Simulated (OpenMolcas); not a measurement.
## Ionisation energies of neon

```json
{"Program": "OpenMolcas 26.06", "Basis": "ANO-R2 [4s4p2d1f]", "Scalar Hamiltonian": "X2C, finite nucleus", "Spin-orbit coupling": "state interaction with AMFI integrals over the reference wave functions, term energies averaged over their components"}
```

Active shells in each charge state: the valence s, p shells, with orbitals averaged over the low states. Where CASPT2's correlated closed shells are named, they are those of the first ion.

A. CASSCF
B. SS-CASPT2, IPEA 0.25 Eh, imaginary shift 0.1 Eh (closed shells correlated: 1s)
C. SS-CASPT2, IPEA 0 Eh, imaginary shift 0.1 Eh (closed shells correlated: 1s)

Energies in eV between the lowest computed levels, named as in B; reference values from the NIST Atomic Spectra Database with their kind.

```csv
From,To,A,B,C,Spin-orbit share in B,Reference
Ne 2s² 2p⁶ ¹S₀,Ne+ 2s² 2p⁵ ²P°_3/2,19.782,21.457,21.405,-0.032,21.565 (measured)
Ne+ 2s² 2p⁵ ²P°_3/2,Ne2+ 2s² 2p⁴ ³P₂,39.366,40.752,40.722,-0.006,40.963 (measured)
Ne2+ 2s² 2p⁴ ³P₂,Ne3+ 2s² 2p³ ⁴S°_3/2,61.822,63.112,63.094,+0.038,63.423 (measured)
Ne3+ 2s² 2p³ ⁴S°_3/2,Ne4+ 2s² 2p² ³P₀,95.960,97.078,97.114,-0.092,97.190 (semi-empirical)
Ne4+ 2s² 2p² ³P₀,Ne5+ 2s² 2p ²P°_1/2,124.948,125.990,126.024,-0.010,126.247 (measured)
Ne5+ 2s² 2p ²P°_1/2,Ne6+ 2s² ¹S₀,156.497,157.537,157.567,+0.102,157.934 (measured)
Ne6+ 2s² ¹S₀,Ne7+ 2s ²S_1/2,207.115,207.159,207.160,+0.000,207.271 (measured)
Ne7+ 2s ²S_1/2,Ne8+ 1s² ¹S₀,238.959,239.013,239.013,+0.000,239.097 (semi-empirical)
```

Error against the reference values, in %:

| From | Reference | A | B | C |
| --- | --- | --- | --- | --- |
| Ne | measured | -8.3 | -0.5 | -0.7 |
| Ne+ | measured | -3.9 | -0.5 | -0.6 |
| Ne2+ | measured | -2.5 | -0.5 | -0.5 |
| Ne3+ | semi-empirical | -1.3 | -0.1 | -0.1 |
| Ne4+ | measured | -1.0 | -0.2 | -0.2 |
| Ne5+ | measured | -0.9 | -0.3 | -0.2 |
| Ne6+ | measured | -0.1 | -0.1 | -0.1 |
| Ne7+ | semi-empirical | -0.1 | 0 | 0 |

Mean absolute error over the 6 measured values: A 1.31 eV, B 0.23 eV, C 0.24 eV.

° marks odd parity.
